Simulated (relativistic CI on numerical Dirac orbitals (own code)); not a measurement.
**Ni+: L-alpha,beta X-ray emission**

Computed with this model: Dirac-Coulomb-Breit CI, KLI orbitals optimised for each configuration, a model potential for QED, valence Slater integrals scaled by 0.7, multiplet model of X-ray emission after core ionisation; configurations [Ar] 3d9 → [He] 2s2 2p5 3s2 3p6 3d9 → [Ar] 3d8; 80 K; Lorentzian 0.42 eV and Gaussian 0.5 eV FWHM. Energies are those of the free ion, without screening or charge transfer. S is read from ⟨S²⟩ = S(S + 1).

Field parameters in Wybourne normalisation: Oh B⁴₀ = 21Dq, B⁴₄ = √(5/14) B⁴₀. The field is a parameter set, without covalency.

Computed curve for free ion, scaled to 100 at the maximum (points under 2 are left out and the grid is thinned):

```json
{"Energy (eV)": "850.0", "Intensity": "2.0"}
{"Energy (eV)": "850.2", "Intensity": "3.0"}
{"Energy (eV)": "850.4", "Intensity": "5.0"}
{"Energy (eV)": "850.7", "Intensity": "8.9"}
{"Energy (eV)": "850.9", "Intensity": "9.1"}
{"Energy (eV)": "851.1", "Intensity": "7.2"}
{"Energy (eV)": "851.3", "Intensity": "5.7"}
{"Energy (eV)": "851.6", "Intensity": "6.6"}
{"Energy (eV)": "851.8", "Intensity": "9.6"}
{"Energy (eV)": "852.0", "Intensity": "15.2"}
{"Energy (eV)": "852.2", "Intensity": "22.6"}
{"Energy (eV)": "852.5", "Intensity": "27.7"}
{"Energy (eV)": "852.7", "Intensity": "25.4"}
{"Energy (eV)": "852.9", "Intensity": "24.9"}
{"Energy (eV)": "853.1", "Intensity": "30.6"}
{"Energy (eV)": "853.4", "Intensity": "55.2"}
{"Energy (eV)": "853.6", "Intensity": "82.4"}
{"Energy (eV)": "853.8", "Intensity": "100.0"}
{"Energy (eV)": "854.0", "Intensity": "92.9"}
{"Energy (eV)": "854.3", "Intensity": "76.0"}
{"Energy (eV)": "854.5", "Intensity": "74.9"}
{"Energy (eV)": "854.7", "Intensity": "69.6"}
{"Energy (eV)": "854.9", "Intensity": "57.2"}
{"Energy (eV)": "855.1", "Intensity": "40.4"}
{"Energy (eV)": "855.4", "Intensity": "21.3"}
{"Energy (eV)": "855.6", "Intensity": "18.7"}
{"Energy (eV)": "855.8", "Intensity": "22.9"}
{"Energy (eV)": "856.0", "Intensity": "28.2"}
{"Energy (eV)": "856.3", "Intensity": "23.0"}
{"Energy (eV)": "856.5", "Intensity": "14.2"}
{"Energy (eV)": "856.7", "Intensity": "8.0"}
{"Energy (eV)": "856.9", "Intensity": "4.9"}
{"Energy (eV)": "857.2", "Intensity": "3.0"}
{"Energy (eV)": "857.4", "Intensity": "2.4"}
{"Energy (eV)": "868.2", "Intensity": "2.1"}
{"Energy (eV)": "868.4", "Intensity": "2.6"}
{"Energy (eV)": "868.7", "Intensity": "3.6"}
{"Energy (eV)": "868.9", "Intensity": "4.9"}
{"Energy (eV)": "869.1", "Intensity": "7.0"}
{"Energy (eV)": "869.3", "Intensity": "11.0"}
{"Energy (eV)": "869.5", "Intensity": "19.7"}
{"Energy (eV)": "869.8", "Intensity": "53.4"}
{"Energy (eV)": "870.0", "Intensity": "84.3"}
{"Energy (eV)": "870.2", "Intensity": "93.4"}
{"Energy (eV)": "870.4", "Intensity": "71.7"}
{"Energy (eV)": "870.7", "Intensity": "32.7"}
{"Energy (eV)": "870.9", "Intensity": "19.8"}
{"Energy (eV)": "871.1", "Intensity": "14.7"}
{"Energy (eV)": "871.3", "Intensity": "15.1"}
{"Energy (eV)": "871.6", "Intensity": "26.2"}
{"Energy (eV)": "871.8", "Intensity": "37.3"}
{"Energy (eV)": "872.0", "Intensity": "44.6"}
{"Energy (eV)": "872.2", "Intensity": "45.3"}
{"Energy (eV)": "872.5", "Intensity": "32.3"}
{"Energy (eV)": "872.7", "Intensity": "19.5"}
{"Energy (eV)": "872.9", "Intensity": "10.7"}
{"Energy (eV)": "873.1", "Intensity": "6.2"}
{"Energy (eV)": "873.4", "Intensity": "3.4"}
{"Energy (eV)": "873.6", "Intensity": "2.6"}
{"Energy (eV)": "873.8", "Intensity": "2.0"}
```

The ground state has S = 0.50, and the centroid lies at 860.84 eV.
